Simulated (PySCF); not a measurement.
# P²⁺: ionisation energy

P²⁺ [Ne] 3s2 3p1 (2P) → P³⁺ [Ne] 3s2 (1S), as a difference of total energies. Calculation: PySCF 2.14, in aug-cc-pV(T+d)Z (6s5p4d2f, 55 functions); no relativity, point nucleus. Correlated levels: valence: [Ne] frozen. The calculations carry no spin-orbit coupling.

```tsv
method	ionisation energy (eV)
UHF	29.580
MP2 (valence)	29.877
SCS-MP2 (valence)	29.867
CCSD (valence)	30.005
CCSD(T) (valence)	30.034
CCSDT (valence)	30.045
```

Problem. How much does correlation contribute at CCSD(T) (valence)?

Solution. 30.034 − (29.580) = 0.454 eV, measured against UHF.

A first-order spin-orbit estimate (lowest level to lowest level, LS coupling) adds 0.041 eV.

Errors of the correlated levels include the incompleteness of this basis and the frozen core.

For comparison: 30.203 eV (measured; NIST Atomic Spectra Database, ionization energies).
